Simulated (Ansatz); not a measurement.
One change: `[CH3][W](=[O])(=[S])[Cl]` becomes `[CH3][Mo](=[O])(=[S])[Cl]`.

Ansatz, PBE0-D4/def2-TZVP geometries, multiplicity 1. 

Elements past krypton have def2 core potentials.

```tsv
property	`[CH3][W](=[O])(=[S])[Cl]`
LUMO energy (ωB97M-V/def2-TZVPP) / eV	-1.12
HOMO energy (ωB97M-V/def2-TZVPP) / eV	-10.00
LUMO energy (PBE0/def2-TZVPP) / eV	-3.15
HOMO–LUMO gap (B3LYP/def2-TZVPP) / eV	4.31
HOMO–LUMO gap (PBE0/def2-TZVPP) / eV	4.74
LUMO energy (B3LYP/def2-TZVPP) / eV	-3.33
```

Problem. Give the same properties after the change, and the shifts. (Best estimate.)

Solution. The calculation gave: 
```json
{"property": "LUMO energy (ωB97M-V/def2-TZVPP) / eV", "`[CH3][Mo](=[O])(=[S])[Cl]`": "-1.52", "shift": "-0.40"}
{"property": "HOMO energy (ωB97M-V/def2-TZVPP) / eV", "`[CH3][Mo](=[O])(=[S])[Cl]`": "-10.10", "shift": "-0.10"}
{"property": "LUMO energy (PBE0/def2-TZVPP) / eV", "`[CH3][Mo](=[O])(=[S])[Cl]`": "-3.55", "shift": "-0.40"}
{"property": "HOMO–LUMO gap (B3LYP/def2-TZVPP) / eV", "`[CH3][Mo](=[O])(=[S])[Cl]`": "4.01", "shift": "-0.30"}
{"property": "HOMO–LUMO gap (PBE0/def2-TZVPP) / eV", "`[CH3][Mo](=[O])(=[S])[Cl]`": "4.44", "shift": "-0.30"}
{"property": "LUMO energy (B3LYP/def2-TZVPP) / eV", "`[CH3][Mo](=[O])(=[S])[Cl]`": "-3.73", "shift": "-0.40"}
```

With PBE0 the HOMO falls by 0.09 eV and the LUMO falls by 0.40 eV, so the gap narrows by about 0.31 eV. PBE moves the HOMO by -0.09 eV and ωB97M-V by -0.10 eV.

B3LYP here is the variant with VWN-RPA as its local correlation; programs differ in this.
